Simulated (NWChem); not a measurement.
Molecule: SiHIF$_{2}$; SMILES F[SiH](F)I

All runs: NWChem. The geometry was optimised at PBE0/def2-SVP. def2 effective core potentials on I; no spin-orbit coupling. Level PBE/def2-SVP: energy and gradient on several grids; changes count from the extra-fine grid, which is no exact limit either.

| grid | size of the energy change (μHa) | largest change of a gradient component (μHa/bohr) |
|---|---|---|
| xcoarse | 300 | 2000 |
| coarse | 20 | 100 |
| medium | < 10 | 60 |
| fine | < 10 | < 30 |
| xfine | < 10 | < 30 |
